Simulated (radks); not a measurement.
Values are calculated unless marked as measured or tabulated.
Task: Valence configurations of Yb II (all share [Xe]). Code: a radial shooting solver on a logarithmic mesh with Libxc functionals. Model: Dirac Kohn-Sham, PBE, spin-unpolarised, spherical densities, finite nucleus; open shells fill j = l - 1/2 first; Fermi nuclear charge, rms radius 5.3108 fm. Order these by energy: 4f14 6s1; 4f13.5 5d0.5 6p1; 4f14 6p1; 4f13 5d1 6p1; 4f14 5d1; 4f12 6p3; 4f12 5d2 6s1; 4f13 5d1 6s1; 4f13.5 6s1 6p0.5; 4f13 6s1 6p1.

Result: From the lowest, in eV above it: 4f14 6s1 0.000; 4f13.5 6s1 6p0.5 2.584; 4f14 5d1 2.783; 4f14 6p1 3.449; 4f13 5d1 6s1 4.856; 4f13.5 5d0.5 6p1 5.422; 4f13 6s1 6p1 7.214; 4f13 5d1 6p1 8.597; 4f12 5d2 6s1 14.976; 4f12 6p3 28.980. NIST lists [Xe] 4f14 6s1 as the ground configuration; this level of theory agrees among the configurations tried. The energies are those of spherical spin-averaged densities, not of single terms.
